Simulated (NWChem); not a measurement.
System: CH3BrZn; SMILES [Zn]([CH3])[Br]

```xyz
6

Zn    -0.0008    -0.8814     0.0001
Br     0.0012     1.3661    -0.0001
C     -0.0044    -2.7903     0.0005
H     -0.7387    -3.1826    -0.7110
H     -0.2550    -3.1833     0.9914
H      0.9775    -3.1867    -0.2787
```
Atoms are numbered in this order, from 1.

Level: B3LYP/6-31G* (spherical d) (NWChem), optimised geometry, unscaled harmonic frequencies. This build's default masses of Se (78.918 u) and Br (79.917 u) are each other's, which moves their modes by up to 0.6 %.

### Question
List the harmonic frequencies with IR intensities, and the thermochemistry.

### Answer
| frequency (cm⁻¹) | IR intensity (km/mol) |
|---|---|
| 89 | 3.2 |
| 89 | 3.2 |
| 282 | 20.6 |
| 601 | 18.6 |
| 741 | 43.8 |
| 741 | 43.8 |
| 1285 | 1.0 |
| 1474 | 0.9 |
| 1474 | 0.9 |
| 3059 | 9.3 |
| 3134 | 8.1 |
| 3134 | 8.1 |

| Property | Value |
|---|---|
| zero-point energy | 23.0 kcal/mol |
| thermal correction to the enthalpy at 298.15 K (with zero-point energy) | 26.8 kcal/mol |
| heat capacity Cv | 14.4 cal/(mol K) |
| entropy at 298.15 K and 1 atm (symmetry number 3) | 73.0 cal/(mol K) |
| dipole moment | 2.64 D |

Rigid rotor and harmonic oscillator; modes under 100 cm⁻¹ make the entropy uncertain.
